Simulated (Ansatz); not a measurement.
```yaml
crystal:
  periodic: [false, false, false]
  atoms:
    - {symbol: C, position_ang: [-2.479585, -0.039519, -0.291981]}
    - {symbol: C, position_ang: [-1.162285, 0.356470, -1.037858]}
    - {symbol: Al, position_ang: [0.384091, 0.161236, -0.001681]}
    - {symbol: C, position_ang: [0.428368, -0.643919, 1.778158]}
    - {symbol: C, position_ang: [1.946535, 0.559386, -0.935222]}
    - {symbol: H, position_ang: [-3.427037, 0.071768, -0.623830]}
    - {symbol: H, position_ang: [-2.594171, -0.564076, 0.744602]}
    - {symbol: H, position_ang: [-1.486386, 0.734684, -1.914516]}
    - {symbol: H, position_ang: [1.259088, -1.333839, 1.912014]}
    - {symbol: H, position_ang: [-0.502429, -1.057373, 1.988567]}
    - {symbol: H, position_ang: [0.749171, -0.040362, 2.368304]}
    - {symbol: H, position_ang: [2.254566, -0.219499, -1.773704]}
    - {symbol: H, position_ang: [1.880949, 1.242123, -1.642631]}
    - {symbol: H, position_ang: [2.949737, 0.740691, -0.474971]}
basis:
  gaussian: {orbitals: ANO-RCC-VTZP, fitting: {mean_field: cc-pVTZ-jkfit}, point_charges: [{charge: 0.50, position_ang: [5.944, -0.427, -0.569]}]}
total_charge: -3
magnetization: {spin_polarized: true, initial_magnetization: 1}
hamiltonian: {xc: {name: revPBE0}, dispersion: d3bjatm}
```

```sh
$ ansatz run in.yaml --threads 4 --pin off --events-out ev --progress --plain --max-ram 10444MiB
```

Shortened log:

```
Functional definition: revPBE0
707 factors; integrals over basis functions are off by at most 1.2e0 eV
mean field evaluation 1: about -10889.6199 eV, gradient 3.0e1 eV
mean field evaluation 2: about -10863.6832 eV, gradient 6.1e1 eV
mean field evaluation 4: about -10896.6385 eV, gradient 8.0e0 eV
mean field evaluation 8: about -10897.1594 eV, gradient 3.7e-1 eV
mean field evaluation 16: about -10897.1635 eV, gradient 4.3e-3 eV
mean field evaluation 32: about -10897.1635 eV, gradient 1.0e-5 eV
mean field -10897.16350275 eV, -400.4633723632 hartree, gradient 3.9e-6 eV, S^2 0.750288; 10 other end points of the search recorded, 0 dependent functions left out
reference -10897.16354777 eV, -400.4633740177 hartree; 25, 24 occupied and 255, 256 virtual orbitals, 707 factors
Total energy: -10897.73201796 eV, -400.4842649119 hartree
Relativity: scalar
```

(1) Something in this input is off. What?

Results:

(1) The charge is far from anything that the molecule holds. The run converged. The result belongs to that input, not to the molecule as meant.
